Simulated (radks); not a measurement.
Problem. Calculated with a radial shooting solver on a logarithmic mesh with Libxc functionals: non-relativistic Kohn-Sham, r2SCAN, spin-polarised, spherical densities, point nucleus; open shells are filled with parallel spins first; meta-GGA in the generalised Kohn-Sham scheme. Each species is in its NIST ground configuration. Rank F+, O+, Be+, N+, Li+, Ne+, C+, B+ by Delta-SCF ionisation energy (eV), largest first.

Solution. Li+ 75.687, Ne+ 41.415, O+ 36.329, F+ 34.062, N+ 30.386, C+ 24.322, B+ 24.260, Be+ 18.190.
